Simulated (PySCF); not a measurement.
Species: cyclopentylideneacetonitrile, C7H9N.
SMILES with atom numbers: `[N:1]#[C:2][CH:3]=[C:4]1[CH2:5][CH2:6][CH2:7][CH2:8]1`

NICS = −σ at a ghost point: NICS(0) at the centroid of the ring atoms, NICS(1) 1 Å to either side along the normal of their mean plane, zz for the tensor component along that normal. Level: GIAO PBE0/pcSseg-1 (PySCF, non-relativistic, gas phase) on the GFN2-xTB geometry, one conformer.

Ring bond lengths (Å), with Mayer bond orders in brackets: C4–C5 1.500 (1.03), C5–C6 1.530 (1.02), C6–C7 1.529 (1.03), C7–C8 1.530 (1.02), C8–C4 1.500 (1.03).

Question: What do the NICS probes read (ppm)?

Answer: 
```
          ring                                            type  NICS(0)  NICS(1), two faces  NICS(1)zz, two faces  rms pucker (Å)  centre to ring atoms, mean (Å)
C4–C5–C6–C7–C8  5-membered carbocycle; formal bonds all single     -2.8         -3.6 / -3.6           -3.4 / -3.6            0.17                            1.27
```

Question: What do they say, and how far can they be read as aromaticity?

Answer: 
- C4–C5–C6–C7–C8: mean NICS(1)zz -3.5 ppm, shielded. C5, C6, C7, C8 have four or more neighbours, so the value isn't read as a sign of a π ring current.

Question: At the second NICS(1) probe listed for ring C4–C5–C6–C7–C8, 1 Å off the ring, how large is the induced field along the normal in 7.05 T applied along it?

Answer: NICSzz × B0 = -3.6 ppm × 7.05 T = -25 μT, against the applied field.
